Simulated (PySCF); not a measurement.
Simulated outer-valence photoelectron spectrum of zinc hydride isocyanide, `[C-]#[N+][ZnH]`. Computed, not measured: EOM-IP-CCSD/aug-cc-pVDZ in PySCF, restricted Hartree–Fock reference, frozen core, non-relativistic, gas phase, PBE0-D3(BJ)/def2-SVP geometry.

Each root has a Gaussian of 0.4 eV full width with its one-hole share as area; cross sections and vibrations are left out, and the highest printed point is 100.

ionisation energy (eV), intensity and a bar:
```
     10.4          0 
     10.6          7 ##
     10.8         28 ########
     11.0         29 #########
     11.2          7 ##
     11.4          0 
     11.6          0 
     11.8          0 
     12.0          0 
     12.2          4 #
     12.4         38 ###########
     12.6        100 ##############################
     12.8         67 ####################
     13.0         12 ###
     13.2          1 
     13.4          0 
     13.6          0 
     13.8          0 
     14.0          0 
     14.2          0 
     14.4          0 
     14.6          0 
     14.8          0 
     15.0          0 
     15.2          0 
     15.4          0 
     15.6          0 
     15.8          2 #
     16.0         16 #####
     16.2         34 ##########
     16.4         17 #####
     16.6          2 #
     16.8          0
```

Problem. Where are the maxima, and how many lines lie under the curve?

Solution. 3 maxima, at 10.9, 12.6 and 16.2 eV, from 4 lines (5 roots with degenerate partners counted). At this width some lines have no maximum of their own.

Problem. List the lines with their holes.

Solution. 
```json
{"E (eV)": "10.90", "leading hole (HF orbital)": "HOMO", "area": "0.92", "Koopmans (eV)": "12.30"}
{"E (eV)": "12.63", "leading hole (HF orbital)": "HOMO-2/HOMO-3", "area": "1.90", "Koopmans (eV)": "13.00"}
{"E (eV)": "12.67", "leading hole (HF orbital)": "HOMO-1", "area": "0.95", "Koopmans (eV)": "12.86"}
{"E (eV)": "16.20", "leading hole (HF orbital)": "HOMO-4", "area": "0.92", "Koopmans (eV)": "18.42"}
```

The widest gap, 3.53 eV, lies between 12.67 and 16.20 eV. Only orbitals with −ε under 21 eV, eight at most, were ionised, so the high end of the curve may lack lines.

On one thread of an Arm Neoverse V1, shared host, this took 16 min and 1.9 GiB of memory at its peak.
